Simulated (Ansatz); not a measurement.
`C#[C][Ga]([F])[Cl]` + H₂S → `[F][Ga]([SH])[Cl]` + acetylene at 298.15 K and 1 bar (ligand exchange at a Ga–C bond).

Isolated molecules relaxed with PBE0-D4/def2-TZVP in Ansatz; ΔE leaves out vibrations. CCSD(T)/CBS adds triple-zeta CCSD(T) − MP2 to the extrapolated MP2 energy (def2 sets, frozen cores). This one scheme is used for every species. For Ga outer-core shells are correlated without core-valence functions, which leaves a few kJ/mol of doubt a bond. Scalar relativity is left out up to krypton. One conformer a species, not always the lowest.

```
             species  CCSD(T)/CBS energy (Eh)  H − E (kJ/mol)  S (J/(mol·K))
`C#[C][Ga]([F])[Cl]`              -2560.25724            77.8          349.1
                 H₂S               -398.97279            49.9          205.7
 `[F][Ga]([SH])[Cl]`              -2882.02312            52.4          339.3
               `C#C`                -77.22717            80.8          200.2
```

H − E and S are ideal-gas, rigid-rotor, harmonic terms from PBE0-D4/def2-TZVP, for one conformer and one mirror image of each species. 1 Eh = 2625.50 kJ/mol, R = 8.31446 J/(mol·K).

Problem. By hand: ΔE, ΔH, ΔS and ΔG.

Solution. ΔE = (-2882.02312) + (-77.22717) − (-2560.25724) − (-398.97279) = -0.02026 Eh = -53.2 kJ/mol. Δ(H − E) = 52.4 + 80.8 − 77.8 − 49.9 = 5.5, so ΔH = -47.7 kJ/mol. ΔS = 339.3 + 200.2 − 349.1 − 205.7 = -15.3 J/(mol·K). ΔG = -47.7 − 298.15 × (-15.3)/1000 = -43.1 kJ/mol.

Problem. By hand: the equilibrium constant, and the temperature at which ΔG would vanish if ΔH and ΔS stayed fixed.

Solution. log₁₀ K = −ΔG/(RT ln 10) = 7.6. ΔG = 0 at ΔH/ΔS = 3118 K, far beyond where these terms or the molecules hold.

ΔH outweighs TΔS. A doubt of 5 kJ/mol in ΔE shifts log₁₀ K by 0.9 here. Other conformers and mirror images would add mixing entropy, several J/(mol·K) or more a flexible species. These are equilibria of isolated gas molecules and say nothing of rates. Largest T1 diagnostic: 0.014 (customary marks: 0.02 for closed shells, 0.045 for open ones).
